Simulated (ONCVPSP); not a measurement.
**rubidium (Rb), ONCV: configuration errors across variants**

ONCVPSP 4.0.1 input, shortened (lines: element, Z, core and valence counts, functional; n l f; lmax; l rc ep ncon nbas qcut; lloc lpopt rc5 dvloc0; l nproj debl; icmod fcfact rcfact), LDA (Perdew-Wang 92), scalar-relativistic:

```
  Rb 37.00    6    3  -001012      upf
    1    0    2.00
    2    0    2.00
    2    1    6.00
    3    0    2.00
    3    1    6.00
    3    2   10.00
    4    0    2.00
    4    1    6.00
    5    0    0.50
    2
    0    2.45    0.00    4    7    4.20
    1    2.60    0.00    3    6    6.10
    2    2.00    0.04    4    7    4.00
    4    1    1.35    3.00
    0    2    1.20
    1    2    0.70
    2    2    1.20
    3    5.00    1.00
```

All-electron excitation energies from the reference (eV): (1) 4s2 4p6 5s1 -1.658; (2) 4s2 4p6 5s0 2.617; (3) 4s2 4p6 5s0 5p1 -0.040; (4) 4s2 4p6 4d0.5 5s0.5 -0.502.

A true bound ghost makes a file unfit for plane-wave use even where its test errors are small: the radial tests pick states by their node count and pass the ghost by.

Errors AE − PS in meV (a dash: test not solved or not reliable):

| change | (1) | (2) | (3) | (4) | bound ghosts | GHOST(+) flags above zero |
| --- | --- | --- | --- | --- | --- | --- |
| base | 0.0 | -0.2 | 0.0 | -0.5 | none | none |
| d: qcut 3.8 | 0.0 | -0.2 | 0.0 | -0.5 | none | none |
| s: qcut 4; p: qcut 5.9; d: qcut 3.9 | 0.0 | -0.2 | 0.0 | -0.5 | none | none |
| d: nproj 0; local potential the d channel | 0.0 | -0.2 | 0.0 | -0.5 | p | none |
| p: rc 2.36 | 0.0 | -0.2 | 0.0 | -0.5 | none | none |
| p: ncon 4, nbas 7 | 0.0 | -0.2 | 0.0 | -0.5 | none | none |

Problem. Give the same row for: core correction Teter function, fcfact 1.7, rcfact 1.

Solution. 0.0, -0.1, 0.0, -0.5; bound ghosts: none; GHOST(+) flags above zero: none.
